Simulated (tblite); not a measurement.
Compound: C9H9 (doublet state).
SMILES with atom numbers: `[CH:1]#[C:2][C@H:3]([CH3:4])[C:5]1=[CH:6][CH:7][CH:8]=[CH:9]1` (hydrogens: H10 on C1; H11 on C3; H12, H13, H14 on C4; H15 on C6; H16 on C7; H17 on C8; H18 on C9)
Bond orders are those of one Lewis drawing.

Computed with GFN2-xTB (tblite), gas phase: L-BFGS steps from a force-field or distance-geometry start until the largest atomic force falls under 0.01 eV/Å.

Step 36: E = -644.9731 eV
```
atom  x, y, z in Å  |  force x, y, z in eV/Å
C1     -2.1270    2.1958   -1.0812    0.010  -0.023  -0.016
C2     -1.5962    1.1270   -0.9999    0.016   0.011  -0.005
C3     -1.0016   -0.1863   -0.8459    0.154  -0.083  -0.045
C4     -1.8642   -1.0164    0.1267    0.060  -0.044   0.060
C5      0.4349   -0.1274   -0.4509    0.049   0.019   0.079
C6      1.2179    1.0347   -0.2328   -0.082  -0.060  -0.070
C7      2.4741    0.6407    0.1301   -0.124  -0.079   0.038
C8      2.5129   -0.8149    0.1286   -0.120  -0.015   0.053
C9      1.2785   -1.2640   -0.2309    0.105  -0.070  -0.005
H10    -2.5831    3.1333   -1.1717   -0.031   0.093  -0.011
H11    -1.0173   -0.6835   -1.8288   -0.075  -0.059  -0.021
H12    -1.3299   -1.8988    0.4722   -0.007  -0.006  -0.120
H13    -2.7858   -1.3200   -0.3645    0.002  -0.007   0.031
H14    -2.1199   -0.4211    1.0001    0.034   0.053  -0.001
H15     0.8458    2.0290   -0.3692    0.032   0.140   0.097
H16     3.2952    1.2698    0.4062    0.110   0.080  -0.025
H17     3.3741   -1.4034    0.3999   -0.102   0.059  -0.096
H18     0.9828   -2.2880   -0.3644   -0.032  -0.010   0.057
```

Step 37: E = -644.9773 eV
```
atom  x, y, z in Å  |  force x, y, z in eV/Å
C1     -2.1381    2.1877   -1.0850    0.015  -0.029  -0.024
C2     -1.5983    1.1226   -1.0081    0.033   0.063   0.009
C3     -0.9953   -0.1880   -0.8518    0.039  -0.043  -0.058
C4     -1.8571   -1.0075    0.1326    0.025  -0.053   0.028
C5      0.4416   -0.1288   -0.4642   -0.002   0.038   0.078
C6      1.2214    1.0336   -0.2354   -0.081  -0.044  -0.065
C7      2.4745    0.6384    0.1369   -0.142  -0.021   0.054
C8      2.5105   -0.8165    0.1362   -0.082   0.007   0.019
C9      1.2823   -1.2650   -0.2420    0.108  -0.065   0.023
H10    -2.6038    3.1219   -1.1771   -0.007   0.044  -0.006
H11    -1.0282   -0.6891   -1.8324   -0.038  -0.073  -0.004
H12    -1.3417   -1.9132    0.4466   -0.010   0.027  -0.089
H13    -2.7970   -1.2786   -0.3481    0.050   0.026   0.096
H14    -2.0757   -0.4158    1.0220    0.049  -0.021  -0.086
H15     0.8462    2.0281   -0.3668    0.049   0.120   0.087
H16     3.2929    1.2682    0.4213    0.099   0.062  -0.026
H17     3.3672   -1.4037    0.4170   -0.050   0.018  -0.083
H18     0.9899   -2.2879   -0.3779   -0.055  -0.056   0.046
```

Step 38: E = -644.9778 eV
```
atom  x, y, z in Å  |  force x, y, z in eV/Å
C1     -2.1341    2.1863   -1.0843   -0.034   0.062  -0.040
C2     -1.6002    1.1183   -1.0131    0.111   0.005   0.034
C3     -0.9898   -0.1912   -0.8564   -0.132   0.027  -0.054
C4     -1.8511   -1.0068    0.1350    0.164   0.052  -0.173
C5      0.4438   -0.1278   -0.4672   -0.100   0.043   0.048
C6      1.2190    1.0349   -0.2326   -0.094   0.002  -0.044
C7      2.4723    0.6376    0.1349   -0.107   0.035   0.072
C8      2.5036   -0.8157    0.1408    0.032   0.061  -0.025
C9      1.2818   -1.2652   -0.2439    0.011  -0.025   0.038
H10    -2.5992    3.1226   -1.1772    0.014  -0.013   0.002
H11    -1.0417   -0.6927   -1.8360    0.041  -0.083   0.013
H12    -1.3475   -1.9121    0.4403    0.174  -0.177   0.027
H13    -2.7798   -1.2778   -0.3473   -0.254  -0.010  -0.023
H14    -2.0679   -0.4171    1.0169    0.013   0.100   0.106
H15     0.8419    2.0328   -0.3406    0.057   0.064   0.033
H16     3.2957    1.2682    0.4023    0.101   0.055   0.008
H17     3.3566   -1.4015    0.4189    0.084  -0.064  -0.030
H18     0.9876   -2.2865   -0.3669   -0.081  -0.134   0.008
```

Step 39: E = -644.9826 eV
```
atom  x, y, z in Å  |  force x, y, z in eV/Å
C1     -2.1441    2.1819   -1.0885    0.001   0.001  -0.034
C2     -1.5983    1.1190   -1.0156    0.056   0.071   0.011
C3     -0.9881   -0.1912   -0.8595   -0.134   0.037  -0.044
C4     -1.8478   -1.0013    0.1370    0.007  -0.019  -0.057
C5      0.4462   -0.1287   -0.4721   -0.078   0.018   0.025
C6      1.2185    1.0330   -0.2365   -0.041   0.022  -0.009
C7      2.4702    0.6361    0.1435   -0.065   0.068   0.059
C8      2.5043   -0.8170    0.1454    0.027   0.031  -0.017
C9      1.2869   -1.2680   -0.2504   -0.016  -0.004   0.045
H10    -2.6163    3.1156   -1.1808    0.036  -0.042   0.005
H11    -1.0408   -0.6967   -1.8368    0.024  -0.075   0.007
H12    -1.3500   -1.9229    0.4237    0.043  -0.009  -0.016
H13    -2.7983   -1.2495   -0.3338    0.004   0.039   0.099
H14    -2.0403   -0.4119    1.0338    0.062  -0.052  -0.088
H15     0.8454    2.0324   -0.3500    0.051   0.041   0.047
H16     3.2942    1.2674    0.4175    0.027   0.011  -0.014
H17     3.3566   -1.4025    0.4303    0.058  -0.043  -0.045
H18     0.9928   -2.2893   -0.3836   -0.062  -0.094   0.026
```

**Question.** Estimate the geometry and energy of step 40. (The exact step hangs on the optimiser's Hessian estimate; all steps are aligned on step 39, rigid shifts and turns removed.)

**Answer.** E = -644.9843 eV, largest force 0.116 eV/Å
```
atom  x, y, z in Å  |  force x, y, z in eV/Å
C1     -2.1433    2.1830   -1.0890    0.005  -0.004  -0.030
C2     -1.5964    1.1209   -1.0143    0.035   0.053  -0.003
C3     -0.9901   -0.1907   -0.8598   -0.074   0.020  -0.029
C4     -1.8479   -1.0025    0.1352   -0.015  -0.022  -0.023
C5      0.4440   -0.1283   -0.4693   -0.055  -0.001   0.013
C6      1.2160    1.0330   -0.2363   -0.016   0.024   0.011
C7      2.4684    0.6368    0.1449   -0.043   0.040   0.039
C8      2.5046   -0.8166    0.1454    0.013   0.017  -0.011
C9      1.2869   -1.2687   -0.2485   -0.040  -0.004   0.038
H10    -2.6143    3.1169   -1.1801    0.029  -0.024   0.003
H11    -1.0384   -0.6977   -1.8364    0.011  -0.061  -0.004
H12    -1.3467   -1.9218    0.4255    0.029   0.005  -0.030
H13    -2.7987   -1.2533   -0.3337    0.014   0.029   0.087
H14    -2.0439   -0.4123    1.0308    0.067  -0.050  -0.080
H15     0.8463    2.0339   -0.3497    0.038   0.031   0.046
H16     3.2950    1.2677    0.4138    0.007   0.009  -0.011
H17     3.3581   -1.4029    0.4284    0.036  -0.020  -0.052
H18     0.9915   -2.2911   -0.3834   -0.041  -0.042   0.036
```

The energy changes by -0.0018 eV. The first-order estimate −F·Δx gives -0.0022 eV and the mean of the old and new forces, exact on a quadratic surface, -0.0018 eV. The step makes an angle of 58° with the force vector and moves no atom by more than 0.005 Å.

The cost below is that of the whole relaxation. Time: 1.4 s wall. Hardware: one thread of an Arm Neoverse N1, shared host with 64 logical CPUs at a one-minute load of 41.
